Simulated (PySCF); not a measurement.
Nuclear quadrupole coupling in `O=C([O-])C(F)(F)C(F)(F)C(F)(F)F`

Species: C₄F₇O₂ (charge -1).
SMILES with atom numbers: `[O:1]=[C:2]([O-:3])[C:4]([F:5])([F:6])[C:7]([F:8])([F:9])[C:10]([F:11])([F:12])[F:13]`

Geometry (PBE0-D3(BJ)/def2-SVP, Å), atoms numbered from 1 in this order:
```
atom  x, y, z in Å
O1    -2.881   -0.557    0.649
C2    -1.871   -0.383   -0.032
O3    -1.524   -0.784   -1.156
C4    -0.783    0.562    0.579
F5    -0.785    1.765   -0.063
F6    -0.984    0.829    1.892
C7     0.659    0.028    0.503
F8     1.469    0.943    1.093
F9     0.746   -1.108    1.222
C10    1.298   -0.267   -0.883
F11    1.060   -1.492   -1.305
F12    2.638   -0.170   -0.740
F13    0.948    0.613   -1.805
```

Field gradients from the PBE0/pcSseg-1 density (PySCF, non-relativistic), principal values in atomic units, ordered |Vxx| ≤ |Vyy| ≤ |Vzz|:

```tsv
atom	Vxx	Vyy	Vzz
O1	0.5482	0.8785	-1.4267
O3	0.4250	0.9299	-1.3549
```

Find the asymmetry η = (Vxx − Vyy)/Vzz and the couplings χ = eQV/h (234.96 MHz × Q in barn × V in au), with Q(17O) = −0.0256 b.

```csv
atom,environment,nucleus,η,χzz (MHz),χxx (MHz),χyy (MHz)
O1,carboxylate oxygen,17O,0.23,8.58,-3.30,-5.28
O3,carboxylate oxygen,17O,0.37,8.15,-2.56,-5.59
```

What is Vzz at O3 in SI units (1 au = 9.71736 × 10²¹ V/m²)?

-1.3549 au = -13.166 × 10²¹ V/m².

And the gradient at the other heavy atoms, for which no coupling is worked out here?

| atom | environment | Vzz (au) | η |
| --- | --- | --- | --- |
| C2 | carboxylate carbon | 0.329 | 0.83 |
| C4 | CF2 carbon | -0.590 | 0.62 |
| F5 | fluorine of a CF2 group | 2.940 | 0.08 |
| F6 | fluorine of a CF2 group | 2.889 | 0.12 |
| C7 | CF2 carbon | -0.511 | 0.72 |
| F8 | fluorine of a CF2 group | 2.965 | 0.11 |
| F9 | fluorine of a CF2 group | 2.971 | 0.07 |
| C10 | CF3 carbon | -0.401 | 0.15 |
| F11 | fluorine of a CF3 group | 2.981 | 0.04 |
| F12 | fluorine of a CF3 group | 2.878 | 0.04 |
| F13 | fluorine of a CF3 group | 2.949 | 0.03 |

Isolated species at its PBE0-D3(BJ)/def2-SVP geometry (one conformer only). The pcSseg-1 basis has no diffuse functions, a weakness for an anion. The basis is small and wasn't made for field gradients, so the couplings can be 20 % off.
